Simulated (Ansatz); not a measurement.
Reaction (isomerisation): `B/C=C/O[SiH3]` → `CC1B[SiH2]O1`

Gas-phase electronic energies from Ansatz, PBE0-D4/def2-TZVP geometries. CCSD(T)/CBS adds triple-zeta CCSD(T) − MP2 to the extrapolated MP2 energy (def2 sets, frozen cores). Functionals use def2-TZVPP. B3LYP here is the variant with VWN-RPA as its local correlation; programs differ in this. Each species was taken in one conformer, which may not be the lowest.

```csv
level,ΔE (kcal/mol),difference from CCSD(T)/CBS
PBE-D4,10.6,-1.0
r2SCAN-D4,12.6,1.0
PBE0-D4,9.3,-2.3
B3LYP-D4,16.1,4.5
ωB97X-V,9.7,-1.9
ωB97M-V,11.8,0.2
B2PLYP,15.8,4.2
PBE,11.2,-0.4
r2SCAN,12.7,1.1
PBE0,9.9,-1.7
B3LYP,17.2,5.6
HF/def2-TZVPP,20.2,8.6
MP2/def2-TZVPP,12.8,1.2
SCS-MP2/def2-TZVPP,14.1,2.5
CCSD/def2-TZVPP,12.4,0.8
CCSD(T)/def2-TZVPP,12.5,0.9
HF/def2-QZVPP,20.4,8.8
MP2/def2-QZVPP,12.3,0.7
SCS-MP2/def2-QZVPP,13.6,2.0
HF/CBS(def2),20.4,8.8
MP2/CBS(def2),11.9,0.3
CCSD/CBS(def2),11.5,-0.1
CCSD(T)/CBS,11.6,0
```

Largest T1 diagnostic among the species: 0.013.

The D4 term adds −1.1 kcal/mol with B3LYP and −0.5 kcal/mol with PBE0; it sums over pairs of atoms, weighted by their polarisabilities, and B3LYP, whose exchange is more repulsive, gets the larger term. In def2-TZVPP, CCSD(T) changes the Hartree–Fock value by −7.7 kcal/mol (the triples alone add +0.1 kcal/mol) and MP2 by −7.4 kcal/mol.
